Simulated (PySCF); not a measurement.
**Sc¹⁸⁺: ionisation energy**

Sc¹⁸⁺ [He] 2s1 (2S) → Sc¹⁹⁺ 1s2 (1S), as a difference of total energies. Calculation: PySCF 2.14, in an uncontracted even-tempered set (15 s from 3.4 bohr⁻², ratio 2.5; 8 p from 5.4 bohr⁻², ratio 2.7; 5 d from 16 bohr⁻², ratio 2.7; 4 f from 24 bohr⁻², ratio 2.7); no relativity, point nucleus. Correlated levels: nothing frozen; virtual orbitals above 40 to 60 times the deepest correlated orbital energy dropped. The calculations carry no spin-orbit coupling.

```json
{"method": "UHF", "ionisation energy (eV)": "1279.4"}
{"method": "MP2 (all electrons)", "ionisation energy (eV)": "1279.5"}
{"method": "SCS-MP2 (all electrons)", "ionisation energy (eV)": "1279.5"}
{"method": "CCSD (all electrons)", "ionisation energy (eV)": "1279.5"}
{"method": "CCSD(T) (all electrons)", "ionisation energy (eV)": "1279.5"}
```

These non-relativistic numbers lack the scalar-relativistic shift.

For comparison: 1288.0 eV (theoretical estimate listed by NIST; NIST Atomic Spectra Database, ionization energies).
